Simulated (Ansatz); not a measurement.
# Molecular dynamics of HZn

The input (input.yaml):

```yaml
crystal:
  periodic: [false, false, false]
  atoms:
    - { symbol: Zn, position_ang: [0.709566, -0.280978, 0.34967] }
    - { symbol: H, position_ang: [-0.680066, 0.220778, -0.34557] }
magnetization:
  spin_polarized: true
  initial_magnetization: 1
basis:
  gaussian: { orbitals: def2-TZVP }
hamiltonian:
  xc: hf
md:
  timestep: 1.0
  n_steps: 250
  ensemble: nvt_nose_hoover
  temperature: 2000.0
  initial_velocities: maxwell_boltzmann
  seed: 926115
  nose_hoover: { tau: 3.0, chain_length: 1 }
```

Run as:

```bash
$ ansatz run input.yaml --threads 1 --pin off --max-ram 2048MiB --backend cpu --events-out ev --progress --plain --runs-dir out
```

It starts from a relaxed structure.

Output, in part (one step line in 9, the closing report, with atoms numbered from 0):

```
md step     0: t =     0.00 fs  T =  2000.0 K  F+E_penalty+E_count = -48391.03469852 eV  E_kin = 0.086173 eV  conserved = -48390.94852519 eV  (43 SCF iters)
md step     9: t =     9.00 fs  T =  7940.2 K  F+E_penalty+E_count = -48391.01738226 eV  E_kin = 0.342115 eV  conserved = -48390.94553588 eV  (29 SCF iters)
md step    18: t =    18.00 fs  T =  3987.7 K  F+E_penalty+E_count = -48391.01396401 eV  E_kin = 0.171818 eV  conserved = -48390.94481647 eV  (28 SCF iters)
md step    27: t =    27.00 fs  T =  3747.9 K  F+E_penalty+E_count = -48391.03423851 eV  E_kin = 0.161486 eV  conserved = -48390.94610768 eV  (29 SCF iters)
md step    36: t =    36.00 fs  T =  3110.7 K  F+E_penalty+E_count = -48390.94502313 eV  E_kin = 0.134030 eV  conserved = -48390.94337542 eV  (29 SCF iters)
md step    45: t =    45.00 fs  T =  1674.9 K  F+E_penalty+E_count = -48391.01981134 eV  E_kin = 0.072168 eV  conserved = -48390.94839982 eV  (29 SCF iters)
md step    54: t =    54.00 fs  T =    68.0 K  F+E_penalty+E_count = -48390.92071693 eV  E_kin = 0.002930 eV  conserved = -48390.94638419 eV  (22 SCF iters)
md step    63: t =    63.00 fs  T =  1231.5 K  F+E_penalty+E_count = -48390.96201140 eV  E_kin = 0.053061 eV  conserved = -48390.95360062 eV  (28 SCF iters)
md step    72: t =    72.00 fs  T =    23.6 K  F+E_penalty+E_count = -48390.99389185 eV  E_kin = 0.001015 eV  conserved = -48390.95453798 eV  (30 SCF iters)
md step    81: t =    81.00 fs  T =  1514.2 K  F+E_penalty+E_count = -48390.76145496 eV  E_kin = 0.065240 eV  conserved = -48390.95324474 eV  (28 SCF iters)
md step    90: t =    90.00 fs  T =     4.7 K  F+E_penalty+E_count = -48391.02025742 eV  E_kin = 0.000202 eV  conserved = -48390.96221225 eV  (22 SCF iters)
md step    99: t =    99.00 fs  T =    60.5 K  F+E_penalty+E_count = -48390.57699513 eV  E_kin = 0.002609 eV  conserved = -48390.94550550 eV  (29 SCF iters)
md step   108: t =   108.00 fs  T =     7.6 K  F+E_penalty+E_count = -48391.01807784 eV  E_kin = 0.000329 eV  conserved = -48390.96121816 eV  (21 SCF iters)
md step   117: t =   117.00 fs  T =  1695.6 K  F+E_penalty+E_count = -48390.82572102 eV  E_kin = 0.073059 eV  conserved = -48390.95496959 eV  (28 SCF iters)
md step   126: t =   126.00 fs  T =    15.3 K  F+E_penalty+E_count = -48390.98135904 eV  E_kin = 0.000657 eV  conserved = -48390.95261999 eV  (21 SCF iters)
md step   135: t =   135.00 fs  T =  1237.9 K  F+E_penalty+E_count = -48390.98287359 eV  E_kin = 0.053339 eV  conserved = -48390.95255760 eV  (28 SCF iters)
md step   144: t =   144.00 fs  T =   294.5 K  F+E_penalty+E_count = -48390.91402838 eV  E_kin = 0.012687 eV  conserved = -48390.94537165 eV  (40 SCF iters)
md step   153: t =   153.00 fs  T =  1957.4 K  F+E_penalty+E_count = -48391.02574643 eV  E_kin = 0.084336 eV  conserved = -48390.94771350 eV  (29 SCF iters)
md step   162: t =   162.00 fs  T =  4095.3 K  F+E_penalty+E_count = -48390.96493375 eV  E_kin = 0.176453 eV  conserved = -48390.94349357 eV  (29 SCF iters)
md step   171: t =   171.00 fs  T =  4574.1 K  F+E_penalty+E_count = -48391.03460563 eV  E_kin = 0.197082 eV  conserved = -48390.94593902 eV  (28 SCF iters)
md step   180: t =   180.00 fs  T =  3582.0 K  F+E_penalty+E_count = -48391.02328935 eV  E_kin = 0.154337 eV  conserved = -48390.94545218 eV  (30 SCF iters)
md step   189: t =   189.00 fs  T =  7531.4 K  F+E_penalty+E_count = -48390.99999860 eV  E_kin = 0.324503 eV  conserved = -48390.94517847 eV  (29 SCF iters)
md step   198: t =   198.00 fs  T =  1755.1 K  F+E_penalty+E_count = -48391.03348690 eV  E_kin = 0.075622 eV  conserved = -48390.94962988 eV  (44 SCF iters)
md step   207: t =   207.00 fs  T =   645.0 K  F+E_penalty+E_count = -48390.94840287 eV  E_kin = 0.027790 eV  conserved = -48390.94789256 eV  (29 SCF iters)
md step   216: t =   216.00 fs  T =  1584.8 K  F+E_penalty+E_count = -48390.99712757 eV  E_kin = 0.068282 eV  conserved = -48390.95656539 eV  (28 SCF iters)
md step   225: t =   225.00 fs  T =    16.3 K  F+E_penalty+E_count = -48391.00286442 eV  E_kin = 0.000701 eV  conserved = -48390.95660441 eV  (21 SCF iters)
md step   234: t =   234.00 fs  T =  3670.2 K  F+E_penalty+E_count = -48390.87094864 eV  E_kin = 0.158138 eV  conserved = -48390.95921042 eV  (28 SCF iters)
md step   243: t =   243.00 fs  T =    28.6 K  F+E_penalty+E_count = -48391.02252183 eV  E_kin = 0.001234 eV  conserved = -48390.96292683 eV  (22 SCF iters)
md step   250: t =   250.00 fs  T =  2396.4 K  F+E_penalty+E_count = -48390.70218598 eV  E_kin = 0.103251 eV  conserved = -48390.95281033 eV  (36 SCF iters)
Total energy: -48390.70218598 eV, -1778.3255049389 hartree
Atom 0 at     0.706691    -0.279940     0.348232 Å, force     2.993342    -1.080809     1.497584 eV/Å
Atom 1 at    -0.493590     0.153447    -0.252275 Å, force    -2.993342     1.080809    -1.497584 eV/Å
Dipole moment:     0.041931    -0.015140     0.020978 e Å
```

All steps were run. The conserved energy wandered by up to 7.4 meV per atom (net -2.1 meV per atom), which is poor conservation. A run of 0.25 ps of so small a system gives no equilibrium averages.

The same pairs are bonded in the first frame and the last. Pairs count as bonded within 1.25 times the sum of covalent radii (0.12 Å more for H–H).

Last frame:

```xyz
2
Properties=species:S:1:pos:R:3
Zn 0.707 -0.280 0.348
H -0.494 0.153 -0.252
```

Run time: 110 s on 1 thread of Arm Neoverse V2, with other jobs on the host, peak memory 0.091 GiB.
